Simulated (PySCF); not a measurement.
HO₄S (SMILES O=S(=O)([O-])O), charge -1, singlet, geometry from GFN2-xTB. Base run: CCSD/STO-3G run with PySCF.

Input for PySCF:
```python
from pyscf import gto, scf, cc

mol = gto.M(
    atom='''
O     1.389920   -0.281761   -0.581483
S    -0.134456    0.024009    0.020263
O     0.121200   -0.014390    1.458586
O    -0.970632   -1.053488   -0.469618
O    -0.493940    1.335434   -0.483789
H     1.778901   -0.270498    0.286219
''',
    basis='sto-3g',
    charge=-1,
    spin=0,
    verbose=4,
)

mf = scf.RHF(mol)
mf.kernel()

mycc = cc.CCSD(mf)
mycc.kernel()
print('E(CCSD) = %.10f' % mycc.e_tot)
mf.analyze()
```

Each row names what was changed in the base input (with any setting that the change needs).

```tsv
change	ΔE vs base (kcal/mol)	MP2 correlation (Eh)	CC correlation without the perturbative part (Eh)	basis functions
base	0.000	-0.16693	-0.19644	30
cc.iterative_damping = 0.8	0.000	-0.16693	-0.19644	30
frozen = 8	0.78	-0.16542	-0.19520	30
cc.diis_space = 10	0.000	-0.16693	-0.19644	30
cart = on	0.000	-0.16693	-0.19644	30
cc.level_shift = 0.2	0.000	-0.16693	-0.19644	30
cc.diis_space = 3	0.000	-0.16693	-0.19644	30
cc.conv_tol = 1e-9	0.000	-0.16693	-0.19644	30
frozen = 10	6.68	-0.15635	-0.18580	30
cc.conv_tol = 1e-5	0.000	-0.16693	-0.19644	30
```
